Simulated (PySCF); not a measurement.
## Correlation energy of I (iodine, neutral)

[Kr] 4d10 5s2 5p4 5d1, one real determinant (an excited configuration). Calculation: PySCF 2.14, in x2c-QZVPPall with one added diffuse shell each of s, p, d, f type (14s10p8d5f1g, 128 functions); scalar relativity by spin-free X2C-1e. Frozen: [Ar] 3d10; 25 electrons correlated.

MP2 pair energies summed by pair of shells (mhartree):

```json
{"pair": "4d-4d", "energy": "-336.77", "share (%)": "42.3"}
{"pair": "4p-4d", "energy": "-101.06", "share (%)": "12.7"}
{"pair": "4d-5p", "energy": "-84.90", "share (%)": "10.7"}
{"pair": "4d-5s", "energy": "-56.83", "share (%)": "7.1"}
{"pair": "5s-5p", "energy": "-43.32", "share (%)": "5.4"}
{"pair": "5p-5p", "energy": "-41.55", "share (%)": "5.2"}
{"pair": "4p-4p", "energy": "-37.96", "share (%)": "4.8"}
{"pair": "4s-4d", "energy": "-27.87", "share (%)": "3.5"}
{"pair": "4s-4p", "energy": "-13.85", "share (%)": "1.7"}
{"pair": "5p-5d", "energy": "-10.61", "share (%)": "1.3"}
{"pair": "4p-5p", "energy": "-9.98", "share (%)": "1.3"}
{"pair": "4p-5s", "energy": "-9.37", "share (%)": "1.2"}
{"pair": "5s-5s", "energy": "-7.93", "share (%)": "1.0"}
{"pair": "5s-5d", "energy": "-4.21", "share (%)": "0.5"}
{"pair": "4d-5d", "energy": "-3.55", "share (%)": "0.4"}
{"pair": "4s-4s", "energy": "-3.34", "share (%)": "0.4"}
{"pair": "4s-5p", "energy": "-1.43", "share (%)": "0.2"}
{"pair": "4s-5s", "energy": "-1.23", "share (%)": "0.2"}
{"pair": "4p-5d", "energy": "-0.35", "share (%)": "0.0"}
{"pair": "4s-5d", "energy": "-0.07", "share (%)": "0.0"}
```

Total MP2 correlation energy: -796.17 mhartree.

Same-spin part -281.28 and opposite-spin part -514.90 mhartree; SCS-MP2 scales them by 1/3 and 6/5 to -711.63 mhartree.

The reference is one real determinant that mixes LS terms of this configuration.

This basis was not built for core-valence correlation, so the inner-shell part is incomplete.
